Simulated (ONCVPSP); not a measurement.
Transferability test, ONCV potential for V

```
Element                 : vanadium (V)
Generator               : ONCVPSP 4.0.1
Type                    : optimised norm-conserving Vanderbilt (ONCV)
Functional              : BLYP
Relativity              : scalar-relativistic
Frozen core             : [Ne]
Valence charge          : 13
Reference configuration : 3s2 3p6 3d3 4s2
Partial waves           : 3s+4s: rc 1.65 bohr, ncon 4, nbas 8, qcut 6.6 1/bohr, 2 projectors; 3p: rc 1.05 bohr, ncon 4, nbas 7, qcut 8.5 1/bohr, 2 projectors, debl 2.2 Ha; 3d: rc 1.85 bohr, ncon 3, nbas 7, qcut 9.3 1/bohr, 2 projectors, debl 1 Ha
Local potential         : polynomial inside 0.65 bohr (lpopt 4, dvloc0 0 Ha)
Core correction         : polynomial model core, fcfact 0.2
```

Energies are relative to the spin-unpolarised reference configuration 3s2 3p6 3d3 4s2; without spin polarisation the order of configurations can differ from experiment.

Problem. Give the all-electron excitation energy and the error of the potential for: 3s2 3p6 3d3 4s1; 3s2 3p6 3d3 4s0; 3s2 3p6 3d2 4s0; 3s2 3p6 3d2 4s2 4p1.

Solution.

```
valence configuration  charge  ΔE all-electron (eV)  error AE − PS (meV)
      3s2 3p6 3d3 4s1      +1                 7.689                 -0.2
      3s2 3p6 3d3 4s0      +2                22.138                 -1.2
      3s2 3p6 3d2 4s0      +3                51.032                  +52
  3s2 3p6 3d2 4s2 4p1       0                 5.806                  +66
```

Levels in the configuration 3s2 3p6 3d2 4s0:

```tsv
level	all-electron (eV)	pseudo (eV)
3s	-103.577	-103.563
3p	-77.152	-77.076
3d	-36.938	-36.752
```
